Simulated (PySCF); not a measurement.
$^{19}$F chemical shifts

Theoretical values (PySCF 2.14): shieldings: GIAO PBE0/pcSseg-1, structure optimised with GFN2-xTB. Rapidly exchanging positions averaged, gas phase, non-relativistic, one computed conformer.

Shieldings were converted by a linear fit to measured shifts: $^{19}$F: δ = 146.13 − 0.903σ +14.6 on sp3 carbon (rms 6.0 ppm, 223 shifts, 7.0 ppm with the 5 outliers that the fit left out vs CFCl3, solution or neat liquid). A few per cent of atoms miss by over 2 rms, more outside the fitted compound classes.

Task: Give the $^{19}$F shifts of `C[C@@]1(F)CO[C@@H]1C(F)=C(F)F`, `CC/C=C(/C(=O)F)C(F)(F)F`, `CC/C(=C/C(F)(F)F)C(=O)F`, `FC1=CCO[C@H]1CC(F)(F)F`.

Result: 
```tsv
compound	environment	δ (ppm)
[CH3:1][C@@:2]1([F:3])[CH2:4][O:5][C@@H:6]1[C:7]([F:8])=[C:9]([F:10])[F:11]	F10: vinylic fluorine	-95.5
[CH3:1][C@@:2]1([F:3])[CH2:4][O:5][C@@H:6]1[C:7]([F:8])=[C:9]([F:10])[F:11]	F11: vinylic fluorine	-113.2
[CH3:1][C@@:2]1([F:3])[CH2:4][O:5][C@@H:6]1[C:7]([F:8])=[C:9]([F:10])[F:11]	F3: fluorine on an sp3 carbon	-145.8
[CH3:1][C@@:2]1([F:3])[CH2:4][O:5][C@@H:6]1[C:7]([F:8])=[C:9]([F:10])[F:11]	F8: vinylic fluorine	-182.5
[CH3:1][CH2:2]/[CH:3]=[C:4](/[C:5](=[O:6])[F:7])[C:8]([F:9])([F:10])[F:11]	F7: fluorine bonded to C	20.5
[CH3:1][CH2:2]/[CH:3]=[C:4](/[C:5](=[O:6])[F:7])[C:8]([F:9])([F:10])[F:11]	F9/10/11: fluorine of a CF3 group (×3)	-59.8
[CH3:1][CH2:2]/[C:3](=[CH:4]/[C:5]([F:6])([F:7])[F:8])[C:9](=[O:10])[F:11]	F11: fluorine bonded to C	29.4
[CH3:1][CH2:2]/[C:3](=[CH:4]/[C:5]([F:6])([F:7])[F:8])[C:9](=[O:10])[F:11]	F6/7/8: fluorine of a CF3 group (×3)	-58.6
[F:1][C:2]1=[CH:3][CH2:4][O:5][C@H:6]1[CH2:7][C:8]([F:9])([F:10])[F:11]	F9/10/11: fluorine of a CF3 group (×3)	-66.5
[F:1][C:2]1=[CH:3][CH2:4][O:5][C@H:6]1[CH2:7][C:8]([F:9])([F:10])[F:11]	F1: vinylic fluorine	-137.3
```

Task: Order these by $^{19}$F shift, lowest first.
A. CC(C)/C(=N\N)C(F)(F)F
B. C/C=C/[C@H](F)OC(C)=S
C. C#CC[C@@](F)([SiH2]C)C(=C)C
D. C#CC[C@](F)([SiH2]C)C1CC1

Result: D (-203.2 ppm, fluorine on an sp3 carbon), C (-179.5 ppm, fluorine on an sp3 carbon), B (-117.8 ppm, fluorine on an sp3 carbon), A (-64.7 ppm, fluorine of a CF3 group).
